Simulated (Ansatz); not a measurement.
`[F][Hf]([F])([F])[SeH]` + HCl → `[F][Hf]([F])([F])[Cl]` + H₂Se at 400 K and 1 bar (ligand exchange at the Hf–Se bond).

Computed with Ansatz on PBE0-D4/def2-TZVP structures; ΔE is electronic, products minus reactants. CCSD(T)/CBS is the MP2 limit (def2-TZVPP, def2-QZVPP) plus CCSD(T) − MP2 in def2-TZVPP, frozen cores. This one scheme is used for every species. Elements past krypton have def2 core potentials. For Hf, Se outer-core shells are correlated without core-valence functions, which leaves a few kJ/mol of doubt a bond. Scalar relativity is left out up to krypton. Each species was taken in one conformer, which may not be the lowest.

```
                 species  CCSD(T)/CBS energy (Eh)  H − E (kJ/mol)  S (J/(mol·K))
`[F][Hf]([F])([F])[SeH]`              -2748.87958            69.9          429.8
                     HCl               -460.38127            29.6          195.4
 `[F][Hf]([F])([F])[Cl]`               -807.38599            48.5          379.4
                    H₂Se              -2401.89790            49.4          229.5
```

H − E and S are ideal-gas, rigid-rotor, harmonic terms from PBE0-D4/def2-TZVP, for one conformer and one mirror image of each species. 1 Eh = 2625.50 kJ/mol, R = 8.31446 J/(mol·K).

Q: By hand: ΔE, ΔH, ΔS and ΔG.

A: ΔE = (-807.38599) + (-2401.89790) − (-2748.87958) − (-460.38127) = -0.02304 Eh = -60.5 kJ/mol. Δ(H − E) = 48.5 + 49.4 − 69.9 − 29.6 = -1.6, so ΔH = -62.1 kJ/mol. ΔS = 379.4 + 229.5 − 429.8 − 195.4 = -16.3 J/(mol·K). ΔG = -62.1 − 400 × (-16.3)/1000 = -55.6 kJ/mol.

Q: By hand: the equilibrium constant, and the temperature at which ΔG would vanish if ΔH and ΔS stayed fixed.

A: log₁₀ K = −ΔG/(RT ln 10) = 7.3. ΔG = 0 at ΔH/ΔS = 3810 K, far beyond where these terms or the molecules hold.

ΔH outweighs TΔS. A doubt of 5 kJ/mol in ΔE shifts log₁₀ K by 0.7 here. Other conformers and mirror images would add mixing entropy, several J/(mol·K) or more a flexible species. Modes under 60 cm⁻¹, often nearly free rotors, make the harmonic entropy too high. These are equilibria of isolated gas molecules and say nothing of rates. Largest T1 diagnostic: 0.016 (customary marks: 0.02 for closed shells, 0.045 for open ones).
